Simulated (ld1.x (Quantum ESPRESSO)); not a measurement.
Values are calculated unless marked as measured or tabulated.
**Potentials for phosphorus (P) compared**

Generated with ld1.x 7.5 (TM, RRKJ, ultrasoft, PAW), atompaw 4.2 or ONCVPSP 4.0.1. The cutoff is in Ry: for ld1.x and atompaw files where the sum of valence levels is converged to 10 mRy in a Bessel basis, for ONCV files where the hardest occupied wave has 1 mHa per electron of residual kinetic energy. The error is the largest all-electron minus pseudo excitation energy over each file’s own four to seven test configurations (ionisations up to +4, promotions, holes and added fractions of an electron), all of which were solved. The labels leave out finer settings (local radius, basis sizes, second energies), which also bear on the numbers. Spin-polarised tests are not counted. The rows are a selection from randomly drawn settings: files with unsolved tests, undetermined cutoffs or missed reference levels are left out.

| potential | cutoff (Ry) | largest error (meV) | bound ghosts |
| --- | --- | --- | --- |
| PAW, PBE, scalar-relativistic, rc 1.75/1.56/1.60 (spd), local smoothed, core correction yes, reference 3s2 3p1 | 10 | -72 | none |
| RRKJ, PBE, scalar-relativistic, rc 1.70/2.00 (sp), local p, core correction yes, reference 3s2 3p2.5 | 21 | +10 | none |
| TM, PW91, scalar-relativistic, rc 1.05/1.85/1.75 (spd), local s, core correction yes, reference 3s2 3p3 | 80 | +118 | none |
| TM, PBE, scalar-relativistic, rc 1.15/1.25/1.20 (spd), local p, core correction no, reference 3s2 3p3 | 70 | +202 | none |

Q: Fill in the row for P: ultrasoft, revPBE, scalar-relativistic, rc 1.70/1.35/1.70 (spd), local smoothed, core correction no, reference 3s2 3p2.

A: cutoff 10 Ry, largest error +66 meV, bound ghosts: none.

Q: Fill in the row for P: TM semilocal, PBEsol, scalar-relativistic, rc 1.65/1.90/1.55 (spd), local p, core correction yes, reference 3s2 3p3.

A: cutoff 21 Ry, largest error +101 meV, bound ghosts: none.

Q: Fill in the row for P: TM, LDA (PZ), non-relativistic, rc 1.55/1.50/1.50 (spd), local s, core correction yes, reference 3s2 3p3.

A: cutoff 30 Ry, largest error +71 meV, bound ghosts: none.
